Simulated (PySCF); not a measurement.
One of the candidates below gave these computed data.

* NMR, other nuclei: isotropic shieldings of nuclei other than C and H, by class: 267 (1 S), 534 (1 S) ppm [GIAO PBE0/pcSseg-1]
* 1H NMR: chemical shifts (computed TMS as zero) by class: 7.11 (1 H), 6.77 (1 H), 6.61 (1 H), 3.85 (1 H) ppm [GIAO PBE0/pcSseg-1]
* Dipole: 1.41 D [PBE0/pcSseg-1]
* Rotational structure: rotational constants A, B, C: 7.083, 1.516, 1.249 GHz [GFN2-xTB]
* 13C NMR: chemical shifts (computed TMS as zero) by class: 134.9 (1 C), 134.1 (1 C), 132.6 (1 C), 122.9 (1 C) ppm [GIAO PBE0/pcSseg-1]

Gas-phase values; electronic properties from PySCF, density fitting. Levels stand in brackets. The structure is a single GFN2-xTB conformer in the gas phase; no vibrational or solvent corrections. NMR classes are plain means over equivalent atoms (diastereotopic ones count apart unless rotation or inversion swaps them), as if these changed places fast.

Question: Which candidate is it?
A. `Sc1ccccc1`
B. `Cc1ccsc1`
C. `Sc1cccs1`
D. `Sc1ccsc1`

Answer: D. It is `Sc1ccsc1`. Numbering: `[SH:1][c:2]1[cH:3][cH:4][s:5][cH:6]1`. Its formula, C4H4S2, gives 3 degrees of unsaturation: 1 ring and 2 π bonds in the structure found (Kekulé form). 4 carbons fall into 4 classes; from least to most shielded: aromatic CH next to a ring sulfur [C4] (134.9 ppm), substituted aromatic carbon [C2] (134.1 ppm), aromatic CH carbon [C3] (132.6 ppm), aromatic CH next to a ring sulfur [C6] (122.9 ppm). Hydrogen classes from least to most shielded: 1 H on an aromatic CH next to a ring sulfur, C4 (7.11 ppm), 1 H on an aromatic CH carbon, C3 (6.77 ppm), 1 H on an aromatic CH next to a ring sulfur, C6 (6.61 ppm), 1 H on a thiol sulfur, S1 (3.85 ppm). The other shieldings belong to: 267 ppm, thiophene-type sulfur [S5]; 534 ppm, thiol sulfur [S1]. The optimised geometry has point group Cs and is an asymmetric top.

The others, at the same levels:
- `Sc1cccs1` fails: its computed 13C shifts are 142.5 (1 C), 132.4 (1 C), 129.1 (1 C), 127.2 (1 C) ppm, rotational constant A is 5.308 GHz (against 7.083 GHz) and smallest rotational constant is 1.391 GHz (against 1.249 GHz).
- `Cc1ccsc1` fails: it has 6 hydrogens where the 1H data count 4; its computed 13C shifts are 141.9 (1 C), 134.9 (1 C), 132.7 (1 C), 128.6 (1 C), 18.1 (1 C) ppm, 1H shifts are 7.15 (1 H), 7.06 (1 H), 6.78 (1 H), 2.50 (3 H) ppm and smallest rotational constant is 1.853 GHz (against 1.249 GHz).
- `Sc1ccccc1` fails: it has 6 hydrogens where the 1H data count 4; its computed 13C shifts are 143.1 (1 C), 134.6 (2 C), 130.9 (2 C), 128.8 (1 C) ppm, 1H shifts are 7.46 (2 H), 7.32 (2 H), 7.24 (1 H), 3.60 (1 H) ppm and rotational constant A is 5.659 GHz (against 7.083 GHz).

Each candidate is one conformer, not necessarily the lowest. Dipoles, sizes and rotational constants follow the conformer. The torsions of the flexible species, by atom-mapped SMILES:
- `[SH:1][c:2]1[cH:3][cH:4][s:5][cH:6]1`: H–S1–C2–C3 0°
- `[SH:1][c:2]1[cH:3][cH:4][cH:5][s:6]1`: H–S1–C2–C3 -179°
- `[SH:1][c:2]1[cH:3][cH:4][cH:5][cH:6][cH:7]1`: H–S1–C2–C3 180°
